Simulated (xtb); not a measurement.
CdClHS, SMILES [SH][Cd][Cl]. All values are semi-empirical tight-binding results from xtb (GFN2-xTB unless named), good for trends rather than for accurate numbers. Coordinates come from a GFN2-xTB optimisation. One conformer was computed; it need not be the lowest.

Optimised geometry:

```xyz
4

Cd    -0.0385    -0.3922     0.2069
Cl     1.7466    -0.2427    -1.2096
S     -1.5880     1.3859     0.5773
H     -2.4348     0.7770     1.3934
```
Charge 0, spin multiplicity 1.

For metal compounds this method's bond lengths and energies can be far off.

Computed properties:
```
Quantity                                        Value
-------------------------------------  --------------
point group as xtb finds it                        Cs
orbital gap                                   2.68 eV
zero-point energy                        5.4 kcal/mol
G − E(el) at 298.15 K (modified RRHO)  -14.1 kcal/mol
```

Computed atomic charges and the Wiberg bond orders between heavy atoms:
charges (e) Cd1 0.40, Cl2 -0.26, S3 -0.32, H4 0.19. Bond orders Cd1–Cl2 0.89, Cd1–S3 0.93, Cl2–S3 0.31.
